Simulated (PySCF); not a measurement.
From a computed spectrum to the compound

A species of 5 atoms with charge 0 has these harmonic modes (PBE, small Gaussian bases with core potentials, PySCF 2.14.0):

```json
{"cm⁻¹": "136", "km/mol": "20.4", "symmetry": "a''"}
{"cm⁻¹": "152", "km/mol": "0.7", "symmetry": "a'"}
{"cm⁻¹": "210", "km/mol": "4.6", "symmetry": "a'"}
{"cm⁻¹": "239", "km/mol": "4.5", "symmetry": "a'"}
{"cm⁻¹": "319", "km/mol": "0.9", "symmetry": "a''"}
{"cm⁻¹": "657", "km/mol": "71.5", "symmetry": "a'"}
{"cm⁻¹": "701", "km/mol": "27.8", "symmetry": "a'"}
{"cm⁻¹": "721", "km/mol": "129.4", "symmetry": "a''"}
{"cm⁻¹": "1021", "km/mol": "91.7", "symmetry": "a'"}
```

Question: Which species is it, and in which structure?

Answer: ReOF3 (singlet):
```xyz
5

Re    0.0525    0.0000   -0.0121
O     1.6874    0.0000   -0.4598
F    -0.0774    1.7697    0.4724
F    -1.7828    0.0000   -0.4386
F    -0.0774   -1.7697    0.4724
```
Ideal gas at 298.15 K and 1 bar: S = 338.6 J/(mol K), Cp = 83.2 J/(mol K), H − H(0 K) = 18.1 kJ/mol (rigid rotor, harmonic modes, spin degeneracy alone). 
 This is one of several that fit.
